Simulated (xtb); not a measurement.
A run for xtb: GFN2-xTB on BH3 (SMILES B).

```
$ xtb mol.xyz --gfn 2 --sp --chrg 0 --uhf 0
4

B     -0.03034645    -0.07736415     0.67210629
H      1.09672666    -0.42107271     0.41765973
H     -0.84163681    -0.96881032     0.65523669
H     -0.38372522     0.93204156     0.11588585
```

The head of its log:

```
[...]
           -------------------------------------------------
          |                Calculation Setup                |
           -------------------------------------------------



           -------------------------------------------------
          |                 G F N 2 - x T B                 |
           -------------------------------------------------

        Reference                      10.1021/acs.jctc.8b01176
      * Hamiltonian:
        H0-scaling (s, p, d)           1.850000    2.230000    2.230000
        zeta-weighting                 0.500000
      * Dispersion:
        s8                             2.700000
        a1                             0.520000
        a2                             5.000000
        s9                             5.000000
      * Repulsion:
        kExp                           1.500000    1.000000
        rExp                           1.000000
      * Coulomb:
        alpha                          2.000000
        third order                    shell-resolved
        anisotropic                    true
        a3                             3.000000
        a5                             4.000000
        cn-shift                       1.200000
        cn-exp                         4.000000
        max-rad                        5.000000


          ...................................................
          :                      SETUP                      :
          :.................................................:
          :  # basis functions                   7          :
          :  # atomic orbitals                   7          :
          :  # shells                            5          :
          :  # electrons                         6          :
          :  max. iterations                   250          :
          :  Hamiltonian                  GFN2-xTB          :
          :  restarted?                      false          :
          :  GBSA solvation                  false          :
          :  PC potential                    false          :
          :  electronic temp.          300.0000000     K    :
          :  accuracy                    1.0000000          :
          :  -> integral cutoff          0.2500000E+02      :
          :  -> integral neglect         0.1000000E-07      :
          :  -> SCF convergence          0.1000000E-05 Eh   :
          :  -> wf. convergence          0.1000000E-03 e    :
          :  Broyden damping             0.4000000          :
          :  net charge                          0          :
          :  unpaired electrons                  0          :
          ...................................................

 iter      E             dE          RMSdq      gap      omega  full diag
   1     -2.6070779 -0.260708E+01  0.138E+01    5.80       0.0  T
   2     -2.7491539 -0.142076E+00  0.103E+01    3.82       1.0  T
```

What total energy does the run end on?

-2.7282 hartree.
